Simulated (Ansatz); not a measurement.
A set of 12 reactions (ligand exchange), with CCSD(T)/CBS values in kJ/mol:

```json
{"reaction": "`[F][Ga]([Cl])[O][SiH3]` + `C[SiH2]BO` → `C[SiH2]BO[SiH3]` + `[OH][Ga]([F])[Cl]`", "ΔE": "18.1"}
{"reaction": "`N[SiH2]C(F)F` + `O[SiH3]` → `N[SiH2]O[SiH3]` + `FCF`", "ΔE": "-154.4"}
{"reaction": "`C[NH][Sn]([F])([F])[F]` + HBr → `[F][Sn]([F])([F])[Br]` + CH₃NH₂", "ΔE": "-80.6"}
{"reaction": "`C[O][Ti]1234([Cl])([N](C)C)[C@H]5[C@@H]1[C@@H]2[C@@H]3[C@H]54` + NH₃ → `C[O][Ti]1234([NH2])([N](C)C)[C@H]5[C@@H]1[C@@H]2[C@@H]3[C@H]54` + HCl", "ΔE": "118.3"}
{"reaction": "`[CH3][SnH2][GeH3]` + HCl → `[CH3][SnH2][Cl]` + GeH₄", "ΔE": "-51.5"}
{"reaction": "`C[O][SnH2][O]C` + HBr → `C[O][SnH2][Br]` + CH₃OH", "ΔE": "-85.9"}
{"reaction": "`[F][Ti]12345678([Cl])([C@H]9[C@@H]1[C@@H]2[C@@H]3[C@H]94)[C@H]1[C@@H]5[C@@H]6[C@@H]7[C@H]18` + CH₃OH → `C[O][Ti]12345678([F])([C@H]9[C@@H]1[C@@H]2[C@@H]3[C@H]94)[C@H]1[C@@H]5[C@@H]6[C@@H]7[C@H]18` + HCl", "ΔE": "49.2"}
{"reaction": "`[F][Ga]([Cl])[O][SiH3]` + H–F → `[F][Ga]([F])[O][SiH3]` + HCl", "ΔE": "41.5"}
{"reaction": "`[CH3][SnH2][GeH3]` + `CNBF` → `C[N]([GeH3])BF` + `[CH3][SnH3]`", "ΔE": "49.0"}
{"reaction": "`C[O][SnH2][O]C` + NH₃ → `C[O][SnH2][NH2]` + CH₃OH", "ΔE": "28.4"}
{"reaction": "`[F][Ga]([Cl])[O][SiH3]` + PH₃ → `[SiH3]P` + `[OH][Ga]([F])[Cl]`", "ΔE": "77.9"}
{"reaction": "`N[SiH2]C(F)F` + `O[SiH2][SiH3]` → `N[SiH2]O[SiH2][SiH3]` + `FCF`", "ΔE": "-159.3"}
```

Program: Ansatz. Geometries: PBE0-D4/def2-TZVP. ΔE: electronic, gas phase. CCSD(T)/CBS adds triple-zeta CCSD(T) − MP2 to the extrapolated MP2 energy (def2 sets, frozen cores). This one scheme is used for every species. DFT in def2-TZVPP. B3LYP here is the variant with VWN-RPA as its local correlation; programs differ in this. Elements past krypton have def2 core potentials. For Br, Ga, Ge, Sn, Ti outer-core shells are correlated without core-valence functions, which leaves a few kJ/mol of doubt a bond. Scalar relativity is left out up to krypton. Each species was taken in one conformer, which may not be the lowest.

**Question.** Give the mean, mean absolute and largest difference (level minus CCSD(T)/CBS, kJ/mol) for: PBE-D4, PBE0-D4, B3LYP-D4, B2PLYP, PBE, r2SCAN, PBE0, B3LYP, MP2/def2-TZVPP, SCS-MP2/def2-TZVPP, HF/def2-QZVPP, MP2/def2-QZVPP, SCS-MP2/def2-QZVPP, HF/CBS(def2). (An estimate is asked.)

**Answer.** The calculation gave: 
| level | mean | mean absolute | largest |
| --- | --- | --- | --- |
| PBE-D4 | 0.3 | 7.6 | -23.5 |
| PBE0-D4 | -0.5 | 5.0 | -15.3 |
| B3LYP-D4 | -1.3 | 2.3 | -8.1 |
| B2PLYP | -0.6 | 2.8 | -9.0 |
| PBE | 0.4 | 8.8 | -24.1 |
| r2SCAN | -1.6 | 4.4 | -7.9 |
| PBE0 | -0.5 | 6.5 | -15.9 |
| B3LYP | -1.2 | 4.3 | -10.0 |
| MP2/def2-TZVPP | 0.7 | 5.6 | 13.5 |
| SCS-MP2/def2-TZVPP | -0.5 | 6.5 | -12.2 |
| HF/def2-QZVPP | -6.1 | 13.5 | 28.9 |
| MP2/def2-QZVPP | 1.2 | 4.3 | 16.7 |
| SCS-MP2/def2-QZVPP | -0.1 | 5.5 | 12.8 |
| HF/CBS(def2) | -6.1 | 13.6 | 29.1 |

The largest T1 diagnostic in the set is 0.022, for `C[O][Ti]1234([Cl])([N](C)C)[C@H]5[C@@H]1[C@@H]2[C@@H]3[C@H]54` (customary mark 0.02).

CCSD(T)/CBS is a level of theory with its own doubt, and the functionals carry their triple-zeta basis error, so these figures describe this set and don't rank the functionals.
